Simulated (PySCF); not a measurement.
Computed shifts of a molecule C₄H₄F₂, KT2/pcSseg-1 run with PySCF, GIAO, gas phase, equivalent atoms averaged, in ppm (number of nuclei): ¹⁹F: -145.4 (2). ¹³C: 143.8 (1), 137.8 (1), 126.8 (1), 53.7 (1). ¹H: 7.00 (1), 6.51 (1), 3.46 (2). References: ¹⁹F against CFCl3 (σ = 127.1 ppm); ¹³C against TMS (σ = 185.1 ppm); ¹H against TMS (σ = 31.47 ppm), references at their B3LYP-D3(BJ)/def2-TZVP geometries, non-relativistic. Geometry: B3LYP-D3(BJ)/def2-SVP. One conformer was computed; it need not be the lowest.

Task: Pick the molecule that these values belong to.
A) FC1=CC[C@H]1F
B) FC1(F)C=CC1
C) F[C@@H]1C=C[C@H]1F
D) C#CC(C)(F)F

Result: B, FC1(F)C=CC1
